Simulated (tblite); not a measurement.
Compound: C₁₂H₉NS.
Numbering: `[CH3:1][S:2][c:3]1[cH:4][cH:5][c:6]2[cH:7][c:8]([C:9]#[N:10])[cH:11][cH:12][c:13]2[cH:14]1` (hydrogens: H15, H16, H17 on C1; H18 on C4; H19 on C5; H20 on C7; H21 on C11; H22 on C12; H23 on C14)

Geometry (GFN2-xTB, Å), atoms numbered from 1 in this order:
```
atom  x, y, z in Å
C1     4.4203    0.7978    0.3992
S2     3.4816   -0.3185   -0.6830
C3     1.7977   -0.0655   -0.2243
C4     1.3956    0.8262    0.7874
C5     0.0710    0.9737    1.0832
C6    -0.9198    0.2470    0.3903
C7    -2.2877    0.3936    0.6737
C8    -3.2261   -0.3302   -0.0298
C9    -4.6006   -0.1754    0.2557
N10   -5.7167   -0.0480    0.4872
C11   -2.8234   -1.2329   -1.0427
C12   -1.5005   -1.3895   -1.3291
C13   -0.5130   -0.6579   -0.6291
C14    0.8539   -0.7943   -0.9131
H15    5.4609    0.6571    0.1239
H16    4.1291    1.8279    0.2169
H17    4.2754    0.5208    1.4392
H18    2.1276    1.3989    1.3337
H19   -0.2353    1.6587    1.8607
H20   -2.6001    1.0809    1.4472
H21   -3.5799   -1.7873   -1.5781
H22   -1.1850   -2.0772   -2.0999
H23    1.1702   -1.4788   -1.6862
```

All values are computed: GFN2-xTB (tblite) harmonic vibrations without scaling, gas phase. The method is semi-empirical: single wavenumbers can be off by several per cent or more. One conformer, not necessarily the lowest.

Harmonic wavenumbers (cm⁻¹): 25.9, 53.4, 104.4, 134.1, 157.9, 174.4, 221.8, 241.7, 265.8, 323.2, 357.2, 395.1, 431.8, 445.7, 478.5, 500.6, 542.2, 546.9, 623.0, 625.1, 707.5, 715.3, 733.4, 789.6, 825.8, 833.9, 869.6, 873.9, 891.7, 908.6, 918.3, 934.4, 946.4, 963.2, 1099.8, 1151.7, 1171.3, 1180.0, 1217.3, 1248.0, 1258.1, 1308.3, 1321.4, 1366.8, 1384.9, 1421.0, 1440.7, 1453.2, 1453.4, 1487.9, 1547.0, 1587.2, 1593.4, 2372.0, 3027.2, 3035.9, 3059.0, 3076.9, 3080.9, 3081.4, 3089.4, 3095.3, 3111.5.

A = 2370, B = 277.6, C = 248.9 MHz; mass 199.046 u (most abundant isotopes); point group Cs, symmetry number 1.

Task: Zero-point energy?

Result: Half the sum of the wavenumbers: 37141 cm⁻¹ = 106.19 kcal/mol.

Task: Entropy at 350 K, 1 bar (ideal gas, RRHO, classical rotation)?

Result: Translation 42.59, rotation 32.43, vibration 46.04: S = 121.1 cal/(mol K).

Task: And Cp and H(350 K) − H(0)?

Result: Cp = 56.94 cal/(mol K), of which vibrations give 48.99 (their classical limit is 63 R = 125.2); H(350 K) − H(0) = 11.25 kcal/mol without the zero-point energy, 8.47 from vibrations.

Task: Which modes carry the vibrational entropy at 350 K?

Result: 25.9 cm⁻¹: 6.44; 53.4 cm⁻¹: 5.00; 104.4 cm⁻¹: 3.68; 134.1 cm⁻¹: 3.20; 157.9 cm⁻¹: 2.88; 174.4 cm⁻¹: 2.69 cal/(mol K); the other 57 give 22.15 together.

Task: How do the functions run with temperature in this model?

Result: 
```csv
T (K),S (cal/(mol K)),Cp (cal/(mol K)),H − H(0) (kcal/mol),G − H(0) (kcal/mol),ln q(vib)
150,86.4,28.5,2.68,-10.29,4.15
250,104.3,43.0,6.25,-19.84,7.53
298.15,112.5,49.9,8.48,-25.06,9.19
400,129.1,63.2,14.26,-37.37,12.73
600,158.7,82.7,29.00,-66.22,19.63
900,195.9,100.2,56.70,-119.61,29.35
```

q(vib) and H(0) count from the zero-point level.

Hindered rotation and anharmonicity are outside this model. Other conformers, if any are populated, would add a mixing term that is left out.

Time: 1.6 s wall. Hardware: one thread, Arm Neoverse V1 (aarch64), no GPU (shared host). The figure is for the frequency step alone.
